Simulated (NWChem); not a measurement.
Everything below was run with NWChem. System: HBF2, charge 1, spin multiplicity 2, at the geometry of a parent with another charge or spin, in a state set for the comparison that need not be this species' ground state. Its SCF solution wasn't tested for a lower state. Level: UPBE/cc-pVDZ.

NWChem printed:

```
             Northwest Computational Chemistry Package (NWChem) 7.3.0
             --------------------------------------------------------

                                NWChem Input Module
                                -------------------

 Scaling coordinates for geometry "geometry" by  1.889725989
 (inverse scale =  0.529177249)

 Turning off AUTOSYM since
 SYMMETRY directive was detected!

                             Geometry "geometry" -> ""
                             -------------------------

 Output coordinates in angstroms (scale by  1.889725989 to convert to a.u.)

  No.       Tag          Charge          X              Y              Z
 ---- ---------------- ---------- -------------- -------------- --------------
    1 B                    5.0000     0.00000000     0.00000000     0.45707100
    2 H                    1.0000     0.00000000     0.00000000     1.65911200
    3 F                    9.0000    -1.12498300     0.00000000    -0.21913700
    4 F                    9.0000     1.12498300     0.00000000    -0.21913700

 Effective nuclear repulsion energy (a.u.)      61.8869169027

            Nuclear Dipole moment (a.u.)
            ----------------------------
        X                 Y               Z
 ---------------- ---------------- ----------------
     0.0000000000     0.0000000000     0.0000018897

      Symmetry information
      --------------------

 Group name             C2v
 Group number             16
 Group order               4
 No. of unique centers     3

      Symmetry unique atoms

     1    2    3


 Summary of "ao basis" -> "" (spherical)
 ------------------------------------------------------------------------------
       Tag                 Description            Shells   Functions and Types
 ---------------- ------------------------------  ------  ---------------------
 *                          cc-pvdz                   on all atoms

  pbe96 is a nonlocal functional; adding pw91lda local functional.

                                 NWChem DFT Module
                                 -----------------

 Summary of "ao basis" -> "ao basis" (spherical)
 ------------------------------------------------------------------------------
       Tag                 Description            Shells   Functions and Types
 ---------------- ------------------------------  ------  ---------------------
 B                          cc-pvdz                  6       14   3s2p1d
[...]
 Vector   12  Occ=0.000000D+00  E=-6.538664D-01  Symmetry=a1
              MO Center= -2.2D-15,  5.3D-16,  5.5D-01, r^2= 1.9D+00
   Bfn.  Coefficient  Atom+Function         Bfn.  Coefficient  Atom+Function
  ----- ------------  ---------------      ----- ------------  ---------------
    25     -0.368762  3 F  pz                39     -0.368762  4 F  pz
    15      0.340400  2 H  s                  6      0.275961  1 B  pz
    28     -0.207180  3 F  pz                42     -0.207180  4 F  pz
    16      0.182865  2 H  s                  2      0.121450  1 B  s
     3      0.071346  1 B  s                 12      0.063620  1 B  d  0

 Vector   13  Occ=0.000000D+00  E=-3.577622D-01  Symmetry=b2
              MO Center= -2.8D-15, -9.0D-16,  4.4D-01, r^2= 1.5D+00
   Bfn.  Coefficient  Atom+Function         Bfn.  Coefficient  Atom+Function
  ----- ------------  ---------------      ----- ------------  ---------------
     5      0.766849  1 B  py                 8      0.357916  1 B  py
    24     -0.272905  3 F  py                38     -0.272905  4 F  py
    27     -0.213988  3 F  py                41     -0.213988  4 F  py
    11      0.045972  1 B  d -1              18      0.032020  2 H  py

 Vector   14  Occ=0.000000D+00  E=-1.974429D-01  Symmetry=a1
              MO Center=  5.1D-16, -1.8D-16,  6.0D-01, r^2= 2.7D+00
   Bfn.  Coefficient  Atom+Function         Bfn.  Coefficient  Atom+Function
  ----- ------------  ---------------      ----- ------------  ---------------
     3      1.631333  1 B  s                 16     -1.001300  2 H  s
    22     -0.405053  3 F  s                 36     -0.405053  4 F  s
    15     -0.299165  2 H  s                  2      0.259512  1 B  s
    23     -0.178147  3 F  px                37      0.178147  4 F  px
    26     -0.157430  3 F  px                40      0.157430  4 F  px

   alpha - beta orbital overlaps
   -----------------------------

   alpha      1      2      3      4      5      6      7      8      9     10
    beta      1      2      3      4      5      6      7      8      9     10
 overlap   1.000  1.000  1.000  1.000  1.000  0.947  0.995  0.939  1.000  1.000

   alpha     11     12     13     14     15     16     17     18     19     20
    beta     12     11     13     14     15     16     17     18     19     20
 overlap   0.989  0.995  1.000  0.987  0.999  0.989  1.000  0.998  1.000  0.993

   alpha     21     22     23     24     25     26     27     28     29     30
    beta     21     22     23     24     25     26     27     28     29     30
 overlap   0.991  0.999  1.000  0.999  0.999  0.996  1.000  0.998  1.000  0.996

   alpha     31     32     33     34     35     36     37     38     39     40
    beta     31     32     33     34     35     36     37     38     39     40
 overlap   0.998  0.996  0.999  0.997  0.994  0.999  0.994  0.999  1.000  1.000

   alpha     41     42     43     44     45     46     47
    beta     41     42     43     44     45     46     47
 overlap   1.000  1.000  1.000  0.999  1.000  0.989  0.989

     --------------------------
     Expectation value of S2:
     --------------------------
      <S2> =      0.7523 (Exact =     0.7500)

 center of mass
 --------------
 x =   0.00000000 y =   0.00000000 z =  -0.06129976

 moments of inertia (a.u.)
 ------------------
          24.448249111809           0.000000000000           0.000000000000
           0.000000000000         196.174470486827           0.000000000000
           0.000000000000           0.000000000000         171.726221375018

     Multipole analysis of the density
     ---------------------------------

     L   x y z        total         alpha         beta         nuclear
     -   - - -        -----         -----         ----         -------
     0   0 0 0      1.000000    -12.000000    -11.000000     24.000000

     1   1 0 0     -0.000000     -0.000000      0.000000      0.000000
     1   0 1 0     -0.000000     -0.000000     -0.000000      0.000000
     1   0 0 1      1.286034      0.099378      1.186654      0.000002

     2   2 0 0     -9.278431    -46.654365    -43.974917     81.350850
     2   1 1 0     -0.000000     -0.000000     -0.000000      0.000000
     2   1 0 1     -0.000000     -0.000000     -0.000000      0.000000
     2   0 2 0     -9.484446     -4.947528     -4.536917      0.000000
     2   0 1 1     -0.000000     -0.000000      0.000000      0.000000
     2   0 0 2     -6.039190    -13.724402     -8.961664     16.646875

 Task  times  cpu:        0.6s     wall:        0.6s

 Total times  cpu:        0.6s     wall:        0.6s
```

Task: Write an NWChem input that would produce this output.

Result: This is not unique; one that fits is 
```
start mol
memory heap 200 mb stack 900 mb global 1100 mb
charge 1
geometry units angstroms nocenter noautoz
  B      0.000000     0.000000     0.457071
  H      0.000000     0.000000     1.659112
  F     -1.124983     0.000000    -0.219137
  F      1.124983     0.000000    -0.219137
  symmetry group C2v
end
basis spherical
  * library cc-pvdz
end
dft
  xc xpbe96 cpbe96
  odft
  mult 2
  semidirect memsize 60000000 filesize 0
  iterations 100
end
task dft energy
```
